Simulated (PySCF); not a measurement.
FH₃O₃Sn, SMILES [OH][Sn]([OH])([OH])[F].

Coordinates come from a PBE0-D3(BJ)/def2-SVP optimisation. The structure was generated by enumeration; whether it is a known compound was not checked. The def2 effective core potentials stand for the cores of Sn; spin–orbit coupling is left out. One conformer was computed; it need not be the lowest.

Method: PBE/def2-TZVP in PySCF.

The total energy comes out as -541.53050 hartree and the highest occupied level comes out as -7.77 eV. The lowest empty level is -3.24 eV. The orbital gap is 4.53 eV. The dipole moment is 0.08 D. The quadrupole, principal values (traceless, Buckingham form, about the centre of nuclear charge) is -11.30, 5.58, 5.72 D·Å, the mean static polarisability is 47.3 bohr³ (7.01 Å³) and the polarisability, principal values comes out as 42.5, 49.7, 49.7 bohr³.
